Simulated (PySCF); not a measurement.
Compound: C5H12Se.
SMILES with atom numbers: `[CH3:1][CH2:2][CH:3]([SeH:4])[CH2:5][CH3:6]` (hydrogens: H7, H8, H9 on C1; H10, H11 on C2; H12 on C3; H13 on Se4; H14, H15 on C5; H16, H17, H18 on C6)

Structure used (PBE0-D3(BJ)/def2-SVP), in Å, numbered top down from 1:
```xyz
18
C5H12Se angstrom
C     -2.558   -0.076    0.706
C     -1.399    0.367   -0.169
C     -0.029   -0.158    0.250
Se     0.068   -2.130    0.177
C      1.109    0.503   -0.523
C      2.505    0.200   -0.009
H     -2.654   -1.172    0.712
H     -2.415    0.252    1.749
H     -3.507    0.350    0.350
H     -1.584    0.082   -1.220
H     -1.338    1.470   -0.167
H      0.114    0.033    1.330
H     -0.135   -2.190   -1.280
H      1.026    0.223   -1.588
H      0.934    1.594   -0.488
H      3.268    0.721   -0.606
H      2.621    0.524    1.038
H      2.716   -0.879   -0.048
```

Computed, not measured: TDDFT PBE0/def2-SVPD, vertical, gas phase, core orbitals frozen in the response in PySCF 2.14.0, density-fitted response routines. The PBE0/def2-SVPD calculation is non-relativistic and has no spin–orbit coupling, an omission that weighs most on selenium.

Task: What does the calculation give for the low-lying excited states?

Result: 

| state | E (eV) | λ (nm) | ν̃ (cm⁻¹) | f | symmetry | main configurations (H = HOMO, L = LUMO) |
| --- | --- | --- | --- | --- | --- | --- |
| S1 | 4.89 | 253.6 | 39430 | 0.0009 | – | H→L (98%) |
| S2 | 5.57 | 222.7 | 44900 | 0.040 | A″ | H→L+1 (97%) |
| S3 | 6.27 | 197.6 | 50600 | 0.016 | A″ | H→L+2 (84%), H→L+3 (14%) |
| S4 | 6.48 | 191.3 | 52260 | 0.0062 | A″ | H→L+3 (84%), H→L+2 (13%) |
| S5 | 6.75 | 183.8 | 54420 | 0.0080 | A′ | H→L+4 (96%) |
| S6 | 7.14 | 173.5 | 57620 | 0.059 | A″ | H→L+5 (94%) |

The lowest singlet comes at 254 nm (472 kJ/mol) in the ultraviolet; it is very weak; its leading configuration is HOMO→LUMO (98%). The strongest level in the table is S6 at 7.14 eV (174 nm, f = 0.059). It is the last of those listed, so stronger ones may follow. Löwdin shares by element: HOMO selenium 74%, carbon 7% or more, hydrogen 6% or more; LUMO selenium 56%, hydrogen 16% or more, carbon 10% or more (atoms not listed hold the other 18%). Orbital energies (eV): HOMO-3 -9.38, HOMO-2 -9.37, HOMO-1 -8.44, HOMO -6.43, LUMO 0.09, LUMO+1 0.41, LUMO+2 0.86. Weighted by f, the mean energy of these states is 6.48 eV. The oscillator strengths of these states sum to 0.130; summed over the whole spectrum of an exact calculation they would give the number of electrons, 76 (Thomas–Reiche–Kuhn). No computed singlet lies in the visible range (380 to 750 nm); the lowest, at 254 nm, stands 1.63 eV above its violet end (3.26 eV). Symmetry labels in Cs follow from the direction of the transition dipole and are given only for states with f of 0.002 or more. The window holds the lowest 6 singlets.

One conformer stands for the species.
